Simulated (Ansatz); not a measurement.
Consider the ligand exchange at the Si–N bond: `C[SiH](F)N=C=O` + `N[SiH2]F` → `C[SiH](F)N[SiH2]F` + `N=C=O`.

Isolated molecules relaxed with PBE0-D4/def2-TZVP in Ansatz; ΔE leaves out vibrations. CCSD(T)/CBS adds triple-zeta CCSD(T) − MP2 to the extrapolated MP2 energy (def2 sets, frozen cores). This one scheme is used for every species. Functionals use def2-TZVPP. Each species was taken in one conformer, which may not be the lowest.

CCSD(T)/CBS gives +7.1 kcal/mol.

Another level gave +8.0 kcal/mol. Which?
A. HF/def2-TZVPP
B. CAM-B3LYP-D4/def2-TZVPP
C. PBE-D4/def2-TZVPP
D. BHLYP/def2-TZVPP

B. CAM-B3LYP-D4 8.0, PBE-D4 6.5, HF/def2-TZVPP 10.7, BHLYP 9.5 kcal/mol.

What do rigid-rotor, harmonic-oscillator terms from PBE0-D4/def2-TZVP frequencies (298.15 K, 1 bar) make of the CCSD(T)/CBS value? (An estimate is asked.)

The calculation gave: ΔZPE = -0.8 kcal/mol, ΔH = +6.3 kcal/mol, ΔS = -19 J/(mol·K), ΔG = +7.7 kcal/mol. Modes under 50 cm⁻¹ make the entropy rough.

Largest T1 diagnostic among the species: 0.018.

In def2-TZVPP, CCSD(T) changes the Hartree–Fock value by −3.7 kcal/mol (the triples alone add −0.6 kcal/mol) and MP2 by −3.0 kcal/mol. From BLYP to BHLYP (50 % exact exchange), in def2-TZVPP and without D4, ΔE moves by +1.2 kcal/mol.
